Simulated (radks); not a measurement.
Values are calculated unless marked as measured or tabulated.
Dynamic dipole polarisability and lines of the arsenic ion As3+, [Ar] 3d10 4s2. Level of theory: scalar-relativistic Kohn-Sham, PBE, spin-unpolarised, spherical densities, finite nucleus; Fermi nuclear charge, rms radius of each element as measured or else 0.836 A^(1/3) + 0.57 fm (a radial shooting solver on a logarithmic mesh with Libxc functionals). Time-dependent linear response with the Hartree and adiabatic LDA kernel, continuum included through the Sternheimer equations, no spin-orbit coupling, so fine structure and intercombination lines are absent. Lines are the poles of the dipole polarisability below minus the highest occupied eigenvalue, found on a grid refined at the orbital gaps; the lowest seven at most are given, and weak or close lines can be missed. The first line takes the name of the lowest orbital gap if no other gap lies below it; otherwise a line is named after a gap within 0.6 % of it, if that gap stands alone.

photon energy (eV),alpha (bohr^3)
0,6.623
3.647,7.033
8.023,9.320
12.400,24.14
16.776,-15.15
21.153,-4.163
25.529,-1.792
29.906,-0.5622
34.282,-0.08352
38.659,0.7455

Lines (eV, oscillator strength): 14.337 (86.48 nm, 4s-4p), f = 1.63; 30.814 (40.24 nm, 4s-5p), f = 0.0152; 37.019 (33.49 nm, 4s-6p), f = 0.0119; 39.688 (31.24 nm, 4s-7p), f = 0.00782. Higher lines, where found, are left out when the end of the mesh affects them. Those listed give 89 % of the static polarisability (sum of f/w^2). Orbital energy gaps for comparison: 4s-4p 11.558 eV; 4s-5p 30.824 eV; 4s-6p 37.025 eV; 4s-7p 39.695 eV. At laser wavelengths: 1550 nm 6.641, 1064 nm 6.662, 780 nm 6.696, 532 nm 6.783, 355 nm 6.996, 266 nm 7.323, 193 nm 8.110 bohr^3.
